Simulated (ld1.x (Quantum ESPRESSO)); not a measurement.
**chlorine (Cl): variants of one PAW potential**

Base potential:

ld1.x (Quantum ESPRESSO) 7.5 input, shortened:

```
&input
   title='Cl', zed=17., rel=1, dft='PBE', iswitch=3,
   config='[Ne] 3s2 3p4.75'
 /
 &inputp
   pseudotype=3, lpaw=.true., tm=.true., lloc=-1, rcloc=1.25,
   nlcc=.true., rcore=0.85,
   which_augfun='PSQ', rmatch_augfun_nc=.true.
 /
4
3S  1  0   2.00   0.00  1.25  1.35  0.0
3S  1  0   0.00  -0.90  1.25  1.35  0.0
3P  2  1   4.75   0.00  1.20  1.50  0.0
3P  2  1   0.00   0.10  1.20  1.50  0.0
 &test
   configts(1)='3s2 3p4.75'
 /
```

All-electron outer shells of the reference configuration (PBE, scalar-relativistic, ld1.x):

```tsv
shell	level (eV)	outermost node (bohr)	outermost maximum (bohr)
2p	-194.61	–	0.30
3s	-23.39	0.55	1.27
3p	-11.15	0.53	1.43
```

Cutoffs, loose and tight: the cutoffs (Ry, on a coarse ladder) from which the occupation-weighted sum of valence levels, in a spherical-Bessel basis at the reference potential, stays within 10 and 1 mRy of its value at 400 Ry. They do not see the model core or the augmentation charge, which bear on the density cutoff. Test errors are all-electron minus pseudo excitation energies from the reference, over the configurations 3s2 3p5; 3s2 3p4; 3s2 3p3; 3s1 3p6; 3s2 3p4.5; 3s1 3p5; 3s2 3p1. A dash means not determined; rows that change the core or the reference have their own tests.

| change | outcome | cutoff, loose | cutoff, tight | bound ghosts | largest test error (meV) |
| --- | --- | --- | --- | --- | --- |
| base | generated | 25 Ry | 40 Ry | none | -77 |
| core correction a·sin(br)/r model core, default radius (ld1.x builds one for every PAW set, though the input has nlcc=.false.) | generated | 25 Ry | 40 Ry | none | -70 |
| core correction a·sin(br)/r model core inside 0.68 bohr | generated | 25 Ry | 40 Ry | none | -77 |
| core correction a·sin(br)/r model core inside 0.84 bohr | generated | 25 Ry | 40 Ry | none | -77 |
| core correction a·sin(br)/r model core inside 1.00 bohr | generated | 25 Ry | 40 Ry | none | -79 |
| core correction a·sin(br)/r model core inside 1.26 bohr | generated | 25 Ry | 40 Ry | none | -74 |
| core correction a·sin(br)/r model core inside 1.36 bohr | generated | 25 Ry | 40 Ry | none | -71 |
| core correction a·sin(br)/r model core inside 1.54 bohr | generated | 25 Ry | 40 Ry | none | -69 |
